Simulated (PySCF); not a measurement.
Bond stretch in CF, doublet.

Methods: CASSCF(11,8)/cc-pVDZ (PySCF); UKS-TPSSh = unrestricted TPSSh/cc-pVDZ (PySCF); NEVPT2 = SC-NEVPT2 on CASSCF(11,8)/cc-pVDZ, all electrons correlated in PySCF.

Energies are in eV, each relative to the lowest point of its own curve near equilibrium.

| R / Å | CASSCF(11,8) | UKS-TPSSh | NEVPT2 |
|---|---|---|---|
| 1.01 | 3.571 | 3.616 | 3.690 |
| 1.07 | 1.850 | 1.901 | 1.941 |
| 1.14 | 0.699 | 0.745 | 0.759 |
| 1.18 | 0.330 | 0.368 | 0.374 |
| 1.22 | ___ | 0.140 | 0.143 |
| 1.27 | ___ | 0.012 | 0.013 |
| 1.30 | 0.000 | 0.000 | 0.000 |
| 1.33 | ___ | 0.026 | 0.025 |
| 1.39 | ___ | 0.164 | 0.159 |
| 1.48 | 0.579 | 0.514 | 0.496 |
| 1.59 | 1.160 | 1.066 | 1.002 |
| 1.73 | 1.933 | 1.838 | 1.668 |

### Question
Complete the blanks.

### Answer

- 1.22, CASSCF(11,8): 0.113
- 1.27, CASSCF(11,8): 0.001
- 1.33, CASSCF(11,8): 0.037
- 1.39, CASSCF(11,8): 0.197

The scan ran from 1.01 to 5.04 Å; beyond the distances shown one of the unrestricted levels run for this scan, shown here or not, changes its spin distribution in one step.
